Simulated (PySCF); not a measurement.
This script is equivalent to a calculation on P⁺ (phosphorus, charge +1).

```python
from pyscf import gto, scf, dft, mp, cc
import basis_set_exchange as bse
mol = gto.M(atom="P 0 0 0", charge=1, spin=2, symmetry="D2h",
            basis=gto.basis.parse(bse.get_basis("cc-pVDZ-DK", elements=["P"], fmt="nwchem", header=False)),
            nucmod="G")
mf = scf.UHF(mol).sfx2c1e()
mf.irrep_nelec = {'Ag': (3, 3), 'B1u': (2, 1), 'B2u': (2, 1), 'B3u': (1, 1)}
mf.kernel()
```

Question: What total energy does it give?

Answer: -341.15877 hartree (calculated).

Question: Which occupied shell lies highest, and where?

Answer: 3p α, at -19.704 eV.

Question: What is ⟨S²⟩, and what would a pure spin state give?

Answer: 2.010, against 2.00.
